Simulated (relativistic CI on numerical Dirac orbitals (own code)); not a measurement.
## What each ingredient does to the levels of Ba²¹⁺

Base calculation: Dirac-Coulomb-Breit CI, orbitals from a KLI potential per configuration, QED by a radiative potential, unscaled Slater integrals.

CI space (outside the closed core [Ar] 3d10): 4s2.4p5, 4s.4p6, 4s2.4p4.4d, 4s.4p5.4d, 4s2.4p4.4f, 4s.4p5.4f, 4p6.4d, 4s.4p4.4d2, 4s2.4p3.4d.4f, 4p6.4f, 4s2.4p4.5s, 4s2.4p4.5p, 4p6.5s, 4s.4p4.4d.5s, 4p5.4d.4f, 4s.4p5.5s, 4s2.4p4.5d, 4s2.4p3.4f.5s, 4s.4p4.4f2, 4s.4p5.5p, 4s2.4p4.5f, 4s2.4p4.5g, 4s.4p5.5d, 4s2.4p4.6s, 4s2.4p4.6p, 4s.4p4.5s2, 4s.4p5.5f, 4s2.4p3.4d2, 4s2.4p2.4d3, 4s.4p3.4d3, 4s2.4p2.4d2.4f, 4s.4p3.4d2.4f, 4s2.4p2.4d2.5s, 4p5.4d2, 4p4.4d3, 4p4.4d2.4f, 4p4.4d2.5s, 4p5.4d.5s, 4p4.4d.4f.5s, 4p4.4d.5s2, 4s2.4p3.5s2, 4s2.4p2.4d.5s2, 4s.4p3.4d.5s2, 4s2.4p2.4f.5s2, 4s.4p3.4f.5s2. Double excitations out of closed p, d and f shells are left out; levels of such configurations are missing from the list, as are those of other unlisted configurations, and high levels can miss mixing partners. These lack a partner that the ground configuration has and come out too high: 4s2.4p4.5p, 4s.4p5.5s, 4s2.4p4.5d, 4s.4p5.5p, 4s2.4p4.5f.

The lowest level and the first level of each name with at least 55 % of one term (blank where a level has no safe partner in the second run):

| Level | Base (cm⁻¹) | Shift (cm⁻¹) |
| --- | --- | --- |
| 4s2.4p5 2P°_3/2 | 0 | 0 |
| 4s2.4p5 2P°_1/2 | 155699 | +1835 |
| 4s.4p6 2S_1/2 | 595808 | +105 |
| 4s2.4p4.4d 4D_5/2 | 703916 | +1762 |
| 4s2.4p4.4d 4F_9/2 | 744999 | +1577 |
| 4s2.4p4.4d 4P_1/2 | 786821 | +6867 |
| 4s2.4p4.4d 4D_1/2 | 832315 | +3845 |
| 4s2.4p4.4d 2G_9/2 | 914475 | +4554 |
| 4s2.4p4.4d 2S_1/2 | 989916 | +25147 |
| 4s.4p5.4d 4P°_1/2 | 1281675 |  |
| 4s.4p5.4d 4P°_3/2 | 1295594 |  |
| 4s.4p5.4d 4F°_7/2 | 1324507 |  |
| 4s.4p5.4d 4F°_9/2 | 1331999 |  |
| 4s2.4p3.4d2 6F°_1/2 | 1466489 |  |

At this charge energies of transitions that change n are usually good to better than 1 %, and those within a shell (Δn = 0) to a few per cent.

(1) One thing was changed in a second run, which moved the levels as shown. Which?
A. Breit term removed
B. valence Slater integrals scaled by 0.9
C. non-relativistic limit
D. only the first 3 configurations
E. QED terms removed

Answers

(1) D. Only the first 3 configurations. With fewer configurations the levels that remain lose their mixing partners.

LS names give the leading component of a level, which can be under half, so a name can repeat, a term be missing and a line seem to break the LS rules.
